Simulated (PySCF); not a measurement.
Isomers of C4H11N2PSi. Theory: PBE0-D3(BJ)/def2-SVP geometry optimisation, gas phase in PySCF. Energies are electronic, without zero-point or thermal terms, for one conformer each. No frequencies were run at this level. Point groups hold within 0.08 Å.

Question: Rank from lowest to highest electronic energy at this level (kcal/mol).
A. `[CH3:1][N:2]1[CH:3]=[CH:4][N:5]([CH3:6])[P:7]1[SiH3:8]` with C1–N2–C3–C4 132°, C3–C4–N5–C6 -133°, C4–N5–P7–Si8 85°, C1–N2–P7–N5 -128°
B. `[CH3:1][N:2]([CH3:3])[P:4]1(=[N:5][SiH3:6])[CH:7]=[CH:8]1` with C1–N2–P4–N5 1°

Answer: A (0.0), B (29.3).

As drawn, the higher has a three-membered ring, which the lower lacks.

| SMILES | E (Eh) | E rel (kcal/mol) | dipole (D) | point group | A, B, C (MHz) |
| --- | --- | --- | --- | --- | --- |
| CN1C=CN(C)P1[SiH3] | -898.41937 | 0.0 | 1.73 | Cs | 1559, 1481, 1025 |
| CN(C)P1(=N[SiH3])C=C1 | -898.37260 | 29.3 | 4.49 | near Cs | 2352, 1034, 765.3 |

How do the relative energies change in single points at PBE0/pcSseg-1 (no added dispersion term) on the same geometries?

```tsv
SMILES	PBE0-D3(BJ)/def2-SVP (kcal/mol)	PBE0/pcSseg-1 (kcal/mol)	shift
CN1C=CN(C)P1[SiH3]	0.0	0.0	0.0
CN(C)P1(=N[SiH3])C=C1	29.3	26.6	-2.7
```

Each column counts from its own lowest isomer. The order is unchanged; the largest shift is 2.7 kcal/mol.
